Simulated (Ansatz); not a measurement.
Species: H₆O₂Si₃, SMILES `O1[SiH2]O[SiH2][SiH2]1` (charge 0, multiplicity 1).

Task: Give a relaxed geometry from B3LYP-D3(BJ)/def2-TZVP (Ansatz, an electronic-structure program).

Result: This is not unique; one that fits is the end point of this relaxation, one of several conformers (outside a Z-matrix the atoms follow the SMILES, hydrogens last).
Z-matrix (Å, degrees):
```
O
Si 1 1.6518
O 2 1.6518 1 105.49
Si 3 1.6696 2 122.75 1 0.00
Si 1 1.6696 2 122.75 3 0.00
H 2 1.4751 1 110.00 5 -118.60
H 2 1.4751 6 111.18 1 122.11
H 5 1.4815 1 109.90 2 -120.35
H 4 1.4815 3 109.90 2 -120.35
H 5 1.4815 8 108.47 1 120.17
H 4 1.4815 9 108.47 3 120.17
```
